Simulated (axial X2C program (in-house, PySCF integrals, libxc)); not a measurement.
# Worked dissociation energy of TaSe: PBE0, without spin–orbit coupling

Computed with an in-house all-electron X2C program for linear molecules (integrals from PySCF). Spin-free means the one-electron spin-free X2C Hamiltonian. Basis: Ta dyall-cv3z [13s14p9d7f4g], Se dyall-cv3z [8s9p6d4f1g] (cores contracted in-house); Gaussian nuclei, density fitting, unrestricted open shells. Masses: Ta 180.948 u, Se 79.917 u.

Molecular state: M_S = 3/2, Λ = 0 (beyond evenly filled blocks: σα, δ+α, δ-α).

```
E(Ta) (2M_S = 3, M_L = 2) : -15605.173242 hartree
E(Se) (2M_S = 2, M_L = 0) : -2429.613081 hartree
E(TaSe) at Re             : -18034.971033 hartree
ωe                        : 349.5 cm⁻¹
ωexe                      : 0.585 cm⁻¹
```

Q: Work out De and D0.

A: De = -15605.173242 + (-2429.613081) − (-18034.971033) = 0.18471 hartree = 5.026 eV. The zero-point energy is ωe/2 − ωexe/4 = 175 cm⁻¹ = 0.022 eV, so D0 = 5.005 eV.

Occupations by symmetry block were frozen at the best pattern of an incomplete PBE0 search. Dissociation energies refer to the lowest single-determinant-based atoms at the same level and basis. PBE0 can misorder states that lie within some tenths of an eV, so this need not be the ground state of the molecule. The nearest other spin-free determinant of the search, M_S = 1/2, Λ = 2, lies 0.26 eV up at the distance of the search. The functionals have no current-density term, which raises determinants with orbital currents, atoms included. The determinant is spin-polarised beyond a pure state at some levels (its spin-free form has ⟨S²⟩ too high), which makes Re and μ there less reliable. Spin-free De lacks the spin–orbit lowering of the heavy p-block atom, a tenth of an eV or more for 4p and 5p, up to an eV for 6p and one to two eV for 7p atoms, less what an open-shell molecule gains itself.

Each atomic determinant is the lowest at this level and need not be a pure term. Totals compare only within one Hamiltonian and basis.
